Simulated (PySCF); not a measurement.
A structure optimised at PBE-D3(BJ)/def2-SVP, used in a PySCF frequency run:

```xyz
11

Cl     0.1189     2.3514     0.0000
C      0.0591     0.6071     0.0000
C      1.1546    -0.1987     0.0000
Si     0.4865    -1.9546     0.0000
C     -1.3104    -1.3811     0.0000
C     -1.2892    -0.0227     0.0000
H      2.1801     0.1919     0.0000
H      0.8654    -2.7498    -1.2208
H      0.8654    -2.7498     1.2208
H     -2.2477    -1.9557     0.0000
H     -2.1798     0.6271     0.0000
```

Write its SMILES, formula and point group.

ClC1=C[SiH2]C=C1, C4H5ClSi, Cs

What are its rotational constants (standard atomic weights)?

6.0915, 1.4323, 1.1759 GHz
